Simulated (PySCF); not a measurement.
**How the method changes the constants of CdSn**

State: ³Σ⁻ (triplet), unpaired electrons π ↑↑. Set-up: basis Cd def2-SVP with ECP28, Sn def2-SVP with ECP28; scalar-relativistic core potentials; PySCF 2.14. De refers to Cd + Sn in their high-spin ground configurations, without counterpoise correction. The functionals are run spin-unrestricted. A positive dipole means Cd(−)Sn(+).

| Level | Re (Å) | ωe (cm⁻¹) | De (eV) | μ (D) |
| --- | --- | --- | --- | --- |
| ROHF | 3.230 | 52.4 | 0.092 | -2.18 |
| ROHF-MP2 | 2.826 | 120 | 0.52 | n/a |
| ROHF-SCS-MP2 | 2.887 | 106 | 0.390 | n/a |
| PBE | 2.828 | 124 | 0.68 | -1.82 |
| BP86 | 2.826 | 123 | 0.64 | -1.78 |
| r²SCAN | 2.783 | 133 | 0.72 | -2.17 |
| TPSSh | 2.815 | 125 | 0.65 | -2.25 |
| r²SCANh | 2.791 | 130 | 0.68 | -2.26 |
| PBE0 | 2.834 | 121 | 0.61 | -2.22 |
| LC-ωPBE | 2.838 | 114 | 0.467 | -2.66 |

Q: What does a quarter of exact exchange do here, going from PBE to PBE0?

A: PBE0 less PBE: +0.6 pm in Re, -2.4 % in ωe, -0.07 eV in De. Exact exchange removes part of the self-interaction that spreads semilocal densities, and in most molecules shortens and stiffens the bond and lowers De; here Re and ωe go the other way.

Q: What does second-order correlation do here, going from ROHF to ROHF-MP2?

A: ROHF-MP2 less ROHF: -40.4 pm in Re, +129.0 % in ωe, +0.43 eV in De. Correlation nearly always deepens the well. The bond shortens, as in weak, metallic or heavy-atom bonds, where dispersion and the correlation of outer-core electrons pull the atoms together.

Correlated steps freeze 4 core orbitals. Correlated levels converge slowly with the basis: in double zeta they bind strong bonds too weakly, by up to about 1 eV, and carry superposition errors of some tenths. Spin–orbit coupling is left out, which matters for elements this heavy, above all for dissociation energies. UHF is strongly spin-contaminated for CdSn, so the ROHF reference used there is far from stable. The state is the lowest determinant that a PBE0 search found; another state may lie lower at other levels.
